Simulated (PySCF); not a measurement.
# [WO2(H2O)2]2+ at several levels of theory

Computed with PySCF 2.14.0 (density fitting, no spin-orbit coupling) at the geometry relaxed with r2SCAN:

```xyz
9
[WO2(H2O)2]2+ (singlet)
W     0.0000    0.0000   -0.3829
O     0.9143    0.9514    0.6455
O    -0.9143   -0.9514    0.6455
O     1.4004   -1.3431   -1.1078
H     1.2663   -2.3165   -1.2121
H     2.3705   -1.1726   -1.1930
O    -1.4004    1.3431   -1.1078
H    -1.2663    2.3165   -1.2121
H    -2.3705    1.1726   -1.1930
```

```tsv
level	basis	state	HOMO (eV)	gap (eV)	charge on W1 (e)	dipole about the centre of mass (D)	largest force component (eV/Å)
r2SCAN	W def2-SVP with ECP60, O def2-SVP, H def2-SVP	singlet	-18.92	4.76	1.47	7.08	0.02
revPBE	the same	singlet	-18.45	4.33	1.33	6.85	0.83
r2SCAN	W def2-TZVP with ECP60, O def2-TZVP, H def2-TZVP	singlet	-18.80	4.74	1.74	6.96	0.29
r2SCAN	W x2c-SVPall, O x2c-SVPall, H x2c-SVPall	singlet	-19.22	4.66	1.39	6.86	1.02
```

Charges are Mulliken's, which hang on the basis. The relaxation used the grid (50, 194), these runs (75, 302) or, all-electron (x2c bases, spin-free X2C Hamiltonian), (99, 590).

Question: A further run in the first row's basis gives HOMO (eV) -20.17, gap (eV) 6.82, charge on W1 (e) 1.47, dipole about the centre of mass (D) 7.19, largest force component (eV/Å) 1.08. Which level was it?
A. PBE
B. PBE0
C. M06-L

Answer: B. The others give HOMO -18.50 eV (PBE); -18.94 eV (M06-L).

In the first row's basis the gap widens with exact exchange: 4.3 to 4.8 eV for PBE, revPBE, r2SCAN, M06-L (none); 6.8 eV for PBE0 (a fixed share).

No frequency check is given that shows the relaxed geometry to be a minimum.
